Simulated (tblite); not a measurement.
C8H5FN (doublet state).
Atom-mapped SMILES: `[CH3:1][c:2]1[c:3]([C:4]#[N:5])[c:6][cH:7][cH:8][c:9]1[F:10]` (hydrogens: H11, H12, H13 on C1; H14 on C7; H15 on C8)

Computed values, GFN2-xTB/tblite, gas phase, harmonic and unscaled. The method is semi-empirical: single wavenumbers can be off by several per cent or more. Open shells enter through the occupations alone, without spin polarisation, and single modes of such species can be off by tens of per cent.

Harmonic wavenumbers (cm⁻¹): 33.9, 93.3, 126.2, 178.5, 259.9, 279.9, 376.8, 387.8, 410.2, 455.4, 490.7, 555.0, 581.8, 639.6, 665.8, 785.1, 796.7, 887.0, 907.9, 1029.2, 1059.2, 1102.4, 1159.5, 1189.3, 1248.0, 1282.4, 1402.7, 1406.6, 1433.5, 1457.0, 1466.4, 1511.0, 1598.6, 2378.1, 3005.7, 3020.5, 3051.0, 3094.5, 3102.8.

A = 2310, B = 1187, C = 787.7 MHz; mass 134.041 u (most abundant isotopes); point group Cs, symmetry number 1; spin multiplicity 2.

**Question.** What is the zero-point energy?

**Answer.** ½Σν̃ = 22455 cm⁻¹ = 268.63 kJ/mol.

**Question.** Give the ideal-gas entropy at 298.15 K and 1 bar in the rigid-rotor, harmonic-oscillator model (classical rotation).

**Answer.** Translation 169.94, rotation 122.96, vibration 105.03, spin (R ln 2) 5.76: S = 403.7 J/(mol K).

**Question.** And Cp and H(298.15 K) − H(0)?

**Answer.** Cp = 146.13 J/(mol K), of which vibrations give 112.87 (their classical limit is 39 R = 324.3); H(298.15 K) − H(0) = 26.58 kJ/mol without the zero-point energy, 16.66 from vibrations.

**Question.** What must be added to the electronic energy to get the Gibbs energy at 298.15 K and 1 bar?

**Answer.** ZPE + [H(298.15 K) − H(0)] − T·S = 268.63 + 26.58 − 120.36 = 174.85 kJ/mol.

**Question.** Blend soft modes into free rotors: weight 1/[1 + (100 cm⁻¹/ν̃)⁴] for the oscillator and the rest for a rotor with moment μB/(μ + B), μ = h/(8π²ν), B = 10⁻⁴⁴ kg m². What vibrational entropy results?

**Answer.** 96.22 J/(mol K) in place of 105.03, which changes −T·S at 298.15 K by +2.63 kJ/mol.

**Question.** Which modes carry the vibrational entropy at 298.15 K?

**Answer.** 33.9 cm⁻¹: 23.38; 93.3 cm⁻¹: 15.02; 126.2 cm⁻¹: 12.57; 178.5 cm⁻¹: 9.81; 259.9 cm⁻¹: 6.96; 279.9 cm⁻¹: 6.42 J/(mol K); the other 33 give 30.89 together.

Hindered rotation and anharmonicity are outside this model.
